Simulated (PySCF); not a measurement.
PySCF input (TPSSh/def2-TZVPD):

```python
from pyscf import gto, scf, dft

mol = gto.M(
    atom='''
    In    0.36842641    0.01694694   -0.04125405
    F    -1.17184601    1.14857724   -0.90537362
    F    -0.83403113   -1.24084394    1.12997899
    ''',
    basis='def2-tzvpd',
    ecp='def2-tzvp',
    charge=-1,
    spin=0,
    verbose=4,
)

mf = dft.RKS(mol, xc='tpssh').density_fit(auxbasis='def2-universal-jkfit')
mf.grids.level = 3
mf.conv_tol = 1e-9
mf.max_cycle = 100
mf.max_memory = 1500
mf.kernel()
if not mf.converged:
    mf = mf.newton()
    mf.kernel(mf.make_rdm1())
mf.analyze()
```

End of the output:

```
Extra cycle  E= -389.984212405728  delta_E= -1.59e-12  |g|= 4.17e-07  |ddm|= 1.71e-06
converged SCF energy = -389.984212405728
**** SCF Summaries ****
Total Energy =                        -389.984212405728442
Nuclear Repulsion Energy =             108.940623050536871
One-electron Energy =                 -841.767495107452419
Two-electron Energy =                  342.842659651187091
Two-electron Coulomb Energy =          380.655406456904871
DFT Exchange-Correlation Energy =      -37.812746805717751
HOMO-LUMO gap [eV] =                     3.839035148743259
**** MO energy ****
MO #1   energy= -24.3070753062882  occ= 2
MO #2   energy= -24.3070741748335  occ= 2
MO #3   energy= -4.37921872247258  occ= 2
MO #4   energy= -2.79872763095694  occ= 2
MO #5   energy= -2.79110653718239  occ= 2
MO #6   energy= -2.79013266347459  occ= 2
MO #7   energy= -0.842312912802834 occ= 2
MO #8   energy= -0.8408407108178   occ= 2
MO #9   energy= -0.507096553617901 occ= 2
MO #10  energy= -0.505873240091098 occ= 2
MO #11  energy= -0.504666449298387 occ= 2
MO #12  energy= -0.498411659792183 occ= 2
MO #13  energy= -0.49707681751383  occ= 2
MO #14  energy= -0.188737916836661 occ= 2
MO #15  energy= -0.132080267603787 occ= 2
MO #16  energy= -0.1203497763333   occ= 2
MO #17  energy= -0.118412895735357 occ= 2
MO #18  energy= -0.111890884105854 occ= 2
MO #19  energy= -0.106300502795956 occ= 2
MO #20  energy= -0.0314895826786881 occ= 2
MO #21  energy= 0.109592358017814  occ= 0
MO #22  energy= 0.135502917082507  occ= 0
MO #23  energy= 0.141156154943713  occ= 0
MO #24  energy= 0.14750019817313   occ= 0
MO #25  energy= 0.182060522965075  occ= 0
MO #26  energy= 0.183510042799792  occ= 0
MO #27  energy= 0.184891174308833  occ= 0
MO #28  energy= 0.186029702319433  occ= 0
MO #29  energy= 0.190078377826599  occ= 0
MO #30  energy= 0.218566710168638  occ= 0
MO #31  energy= 0.251118513667129  occ= 0
MO #32  energy= 0.261834180722001  occ= 0
MO #33  energy= 0.297655681623285  occ= 0
MO #34  energy= 0.301183689643522  occ= 0
MO #35  energy= 0.323159548155211  occ= 0
MO #36  energy= 0.327837384612935  occ= 0
MO #37  energy= 0.327909286720705  occ= 0
MO #38  energy= 0.343408035217608  occ= 0
MO #39  energy= 0.415813114913376  occ= 0
MO #40  energy= 0.420631392477238  occ= 0
MO #41  energy= 0.421157472779856  occ= 0
MO #42  energy= 0.427739200508624  occ= 0
MO #43  energy= 0.450191516294054  occ= 0
MO #44  energy= 0.459159706260095  occ= 0
MO #45  energy= 0.515851084941604  occ= 0
MO #46  energy= 0.528127255505404  occ= 0
MO #47  energy= 0.637380727940182  occ= 0
MO #48  energy= 0.659745500052203  occ= 0
MO #49  energy= 0.680726502038508  occ= 0
MO #50  energy= 0.705270543589107  occ= 0
MO #51  energy= 0.727850124814583  occ= 0
MO #52  energy= 0.736623927415559  occ= 0
MO #53  energy= 0.759726508879102  occ= 0
MO #54  energy= 0.789186533948314  occ= 0
MO #55  energy= 0.810363861279431  occ= 0
MO #56  energy= 0.834861002361682  occ= 0
MO #57  energy= 0.862064776542903  occ= 0
MO #58  energy= 0.886646711611211  occ= 0
MO #59  energy= 0.893599266279204  occ= 0
MO #60  energy= 0.933722362640593  occ= 0
MO #61  energy= 0.938663030907827  occ= 0
MO #62  energy= 0.968588598713581  occ= 0
MO #63  energy= 0.969848431667149  occ= 0
MO #64  energy= 1.0244109593085    occ= 0
MO #65  energy= 1.13121068589494   occ= 0
MO #66  energy= 1.1353854832163    occ= 0
MO #67  energy= 1.15189014304275   occ= 0
MO #68  energy= 1.1522516050457    occ= 0
MO #69  energy= 1.15533117815136   occ= 0
MO #70  energy= 1.16015305629928   occ= 0
MO #71  energy= 1.21974838643664   occ= 0
MO #72  energy= 1.27375363476988   occ= 0
MO #73  energy= 1.2829099543025    occ= 0
MO #74  energy= 1.29911114095248   occ= 0
MO #75  energy= 1.31448128814865   occ= 0
MO #76  energy= 1.33592291296314   occ= 0
MO #77  energy= 1.39375631829975   occ= 0
MO #78  energy= 1.51800811381685   occ= 0
MO #79  energy= 1.70240774331828   occ= 0
MO #80  energy= 2.4226347923197    occ= 0
MO #81  energy= 2.44786902456267   occ= 0
MO #82  energy= 2.4503768059001    occ= 0
MO #83  energy= 2.45478513740499   occ= 0
MO #84  energy= 2.45505709656121   occ= 0
MO #85  energy= 2.4720552859998    occ= 0
MO #86  energy= 2.47229985200134   occ= 0
MO #87  energy= 2.47472810943693   occ= 0
MO #88  energy= 2.5131950413971    occ= 0
MO #89  energy= 2.51663611905835   occ= 0
MO #90  energy= 2.53549015274211   occ= 0
MO #91  energy= 2.53581483100394   occ= 0
MO #92  energy= 2.5879249533579    occ= 0
MO #93  energy= 2.59816777444982   occ= 0
MO #94  energy= 2.65560772055082   occ= 0
MO #95  energy= 2.67958123284124   occ= 0
MO #96  energy= 2.81446685332103   occ= 0
MO #97  energy= 3.35710258557832   occ= 0
MO #98  energy= 3.6039565836706    occ= 0
MO #99  energy= 3.62869738348968   occ= 0
MO #100 energy= 3.64710940889215   occ= 0
MO #101 energy= 3.65341607180594   occ= 0
MO #102 energy= 3.81826967180802   occ= 0
MO #103 energy= 3.89820210813053   occ= 0
MO #104 energy= 4.32512254309359   occ= 0
MO #105 energy= 4.33399277811857   occ= 0
MO #106 energy= 7.18748146433431   occ= 0
MO #107 energy= 7.19061519018547   occ= 0
[...]
```
